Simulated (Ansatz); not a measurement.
F$_{2}$H$_{2}$O$_{2}$Si (`O[Si](O)(F)F`). Total charge 0; spin multiplicity 1.

```xyz
7

O    -1.059   -0.639    0.872
Si    0.163    0.014    0.054
O    -0.419    0.509   -1.362
F     0.821    1.229    0.827
F     1.331   -1.041   -0.114
H    -0.868   -1.288    1.550
H     0.032    1.215   -1.827
```

(1) What are the harmonic wavenumbers in cm⁻¹ at PBE0-D4/def2-TZVP (Ansatz, finite differences of forces, unscaled)? (Estimate.)

(2) Is this a minimum?

(3) Give the ideal-gas thermochemistry at 298.15 K and 1 bar (rigid rotor, harmonic oscillator; point group C2, symmetry number 2).

(4) And at 400, 500, 600, 800 and 1000 K?

(5) Rotational constants (cm⁻¹)?

## Answers

(1) The calculation gave: 134, 190, 255, 307, 367, 376, 382, 777, 784, 840, 957, 1005, 1057, 3943, 3943.

(2) Yes, all 15 modes are real.

(3) Zero-point energy 91.6 kJ/mol; H(298) − E = 110.7 kJ/mol; entropy 320.6 J/(mol·K), of which translation 166.3, rotation 103.0, vibration 51.3; G(298) − E = 15.1 kJ/mol.

(4) 
```csv
T (K),H − E (kJ/mol),S (J/mol/K),G − E (kJ/mol)
400,121.1,350.6,-19.1
500,132.4,375.8,-55.5
600,144.5,397.8,-94.2
800,170.0,434.4,-177.5
1000,196.7,464.2,-267.5
```

(5) 0.1372, 0.137, 0.1298.
